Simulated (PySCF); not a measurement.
# [Cu(NH3)2]+: 4 charge schemes on one density

Species: [Cu(NH3)2]+ (charge +1 and singlet state).
Structure used (PBE0-D3(BJ)/def2-SVP), in Å, numbered top down from 1:
```
atom  x, y, z in Å
Cu1    0.0003    0.0000    0.0000
N2    -0.0066   -0.0133    1.9295
H3    -0.4241    0.8309    2.3306
H4     0.9338   -0.0794    2.3288
H5    -0.5334   -0.8002    2.3184
N6     0.0066    0.0133   -1.9295
H7    -0.9360    0.0170   -2.3289
H8     0.4791   -0.8015   -2.3304
H9     0.4803    0.8333   -2.3185
```

Density: PBE0/pcSseg-1 (pcSseg-2 on Cu) (PySCF); schemes: Mulliken, IAO, Hirshfeld and ESP-fitted. Geometry: PBE0-D3(BJ)/def2-SVP; no solvent, vibrations or thermal averaging.

**Question.** Which atoms carry the lowest charge in the Mulliken, IAO, Hirshfeld and ESP-fitted schemes?

**Answer.** All schemes pick atoms of one kind: Mulliken N2 and N6 (-0.486); IAO N2 and N6 (-0.695); Hirshfeld N2 and N6 (-0.180); ESP-fitted N2 (-0.795).

**Question.** Which atoms carry the highest charge in the Mulliken, IAO, Hirshfeld and ESP-fitted schemes?

**Answer.** All schemes agree: Mulliken Cu1 (+0.484); IAO Cu1 (+0.574); Hirshfeld Cu1 (+0.359); ESP-fitted Cu1 (+0.434).

**Question.** For which atoms does the sign change between the 4 schemes (beyond +0.03 e in one, beyond −0.03 e in another)?

**Answer.** For none.

**Question.** What partial charge does each atom carry?

**Answer.** In e:

```csv
atom,environment,Mulliken,IAO,Hirshfeld,ESP-fitted
Cu1,copper bonded to 2 N,+0.484,+0.574,+0.359,+0.434
N2,nitrogen bonded to Cu and 3 H,-0.486,-0.695,-0.180,-0.795
H3,hydrogen on N2,+0.248,+0.303,+0.167,+0.359
H4,hydrogen on N2,+0.248,+0.303,+0.167,+0.359
H5,hydrogen on N2,+0.248,+0.303,+0.167,+0.359
N6,nitrogen bonded to Cu and 3 H,-0.486,-0.695,-0.180,-0.787
H7,hydrogen on N6,+0.248,+0.303,+0.167,+0.357
H8,hydrogen on N6,+0.248,+0.303,+0.167,+0.357
H9,hydrogen on N6,+0.248,+0.303,+0.167,+0.356
```

Mean size of the charges over all atoms: ESP-fitted 0.463 e, IAO 0.420 e, Mulliken 0.327 e, Hirshfeld 0.191 e. Each set sums to the total charge, 1, to within 0.001 e. The ESP scheme is a least-squares fit of atom-centred charges to the potential on four shells outside the van der Waals surface, with the total charge fixed. The IAO scheme counts the electrons in orthogonalised intrinsic atomic orbitals, a minimal basis polarised so that it spans the occupied orbitals exactly.

**Question.** Sum the charges by element, for elements with more than one atom.

**Answer.** 
```csv
element,atoms,Mulliken,IAO,Hirshfeld,ESP-fitted
N,2,-0.971,-1.390,-0.360,-1.582
H,6,+1.487,+1.816,+1.001,+2.147
```

**Question.** How many electrons does the IAO scheme count on Cu1?

**Answer.** Z − q = 29 − (+0.574) = 28.426.

The run behind these numbers computed NMR shieldings as well. Time: 7.9 s of wall time. Hardware: one thread, x86-64 server, no GPU (shared host).
